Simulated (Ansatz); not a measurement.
C$_{2}$H$_{6}$OSSi, SMILES `C[SiH](S)C=O`. Charge 0, multiplicity 1. The structure was optimised at the PBE0-D4/def2-TZVP level. It is one conformer, not always the lowest.

```xyz
11

C     0.104    0.276    1.502
Si   -0.366    0.477   -0.281
S     1.081    1.512   -1.471
C    -0.598   -1.262   -1.072
O    -0.320   -2.273   -0.477
H     0.293    1.245    1.967
H     1.002   -0.339    1.590
H    -0.699   -0.227    2.048
H    -1.611    1.266   -0.483
H     2.076    0.649   -1.198
H    -0.962   -1.325   -2.126
```

What is the dipole moment at B3LYP/def2-TZVPP? (Best estimate.)

The calculation gave: 1.27 D, with components (-0.13, 1.14, 0.55) D in this frame, pointing from negative to positive charge.

And with PBE, r2SCAN, ωB97M-V? (Best estimate.)

The calculation gave: PBE 1.16 D, r2SCAN 1.21 D, ωB97M-V 1.26 D.

Give the Mulliken charges with B3LYP, PBE, r2SCAN in def2-TZVPP. (Estimate.)

Ansatz gave: 
```json
{"atom": "C1", "B3LYP": "-0.36", "PBE": "-0.35", "r2SCAN": "-0.28"}
{"atom": "Si2", "B3LYP": "0.39", "PBE": "0.30", "r2SCAN": "0.39"}
{"atom": "S3", "B3LYP": "-0.27", "PBE": "-0.26", "r2SCAN": "-0.27"}
{"atom": "C4", "B3LYP": "0.06", "PBE": "0.07", "r2SCAN": "0.13"}
{"atom": "O5", "B3LYP": "-0.25", "PBE": "-0.21", "r2SCAN": "-0.28"}
{"atom": "H6", "B3LYP": "0.11", "PBE": "0.12", "r2SCAN": "0.09"}
{"atom": "H7", "B3LYP": "0.11", "PBE": "0.11", "r2SCAN": "0.08"}
{"atom": "H8", "B3LYP": "0.11", "PBE": "0.11", "r2SCAN": "0.09"}
{"atom": "H9", "B3LYP": "-0.07", "PBE": "-0.06", "r2SCAN": "-0.08"}
{"atom": "H10", "B3LYP": "0.11", "PBE": "0.12", "r2SCAN": "0.11"}
{"atom": "H11", "B3LYP": "0.06", "PBE": "0.05", "r2SCAN": "0.03"}
```

B3LYP here is the variant with VWN-RPA as its local correlation; programs differ in this.
